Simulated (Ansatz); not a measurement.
H₈NO₂ScSi₂ (`[NH2][Sc]([O][SiH3])[O][SiH3]`). Total charge 0; spin multiplicity 1.

```xyz
14

N     1.433   -1.334   -1.874
Sc    0.389   -0.363   -0.508
O     0.605   -0.873    1.308
Si    0.708   -1.238    2.890
O    -0.768    1.023   -1.095
Si   -1.779    2.235   -1.490
H     1.414   -1.168   -2.872
H     2.085   -2.091   -1.705
H    -0.023   -0.236    3.715
H     0.121   -2.581    3.155
H     2.131   -1.254    3.331
H    -2.440    1.961   -2.796
H    -2.841    2.398   -0.457
H    -1.034    3.520   -1.602
```

(1) List the harmonic frequencies (cm⁻¹, unscaled) at PBE0-D4/def2-TZVP in Ansatz. (An estimate is asked.)

Results:

(1) The calculation gave: 12, 13, 30, 42, 61, 92, 136, 147, 168, 356, 377, 414, 535, 538, 665, 728, 731, 732, 733, 954, 955, 956, 957, 964, 994, 1031, 1062, 1545, 2201, 2202, 2203, 2203, 2208, 2211, 3545, 3633.
